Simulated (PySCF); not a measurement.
TaO₂F, SMILES [O]=[Ta](=[O])[F], multiplicity 1. Geometry optimised at B3LYP-D3(BJ)/def2-TZVP. The multiplicity is an assumed one; other spin states were not compared. The def2 effective core potentials stand for the cores of Ta; spin–orbit coupling is left out.

Task: Give the equilibrium geometry at B3LYP-D3(BJ)/def2-TZVP (PySCF confirms it by a frequency run) as a Z-matrix, and its point group. (The exact figures need the calculation; the answer reports its results.)

Result: point group Cs.
```
Ta
O 1 1.7404
O 1 1.7404 2 106.86
F 1 1.9028 2 109.70 3 118.87
```
Charge 0, spin multiplicity 1.
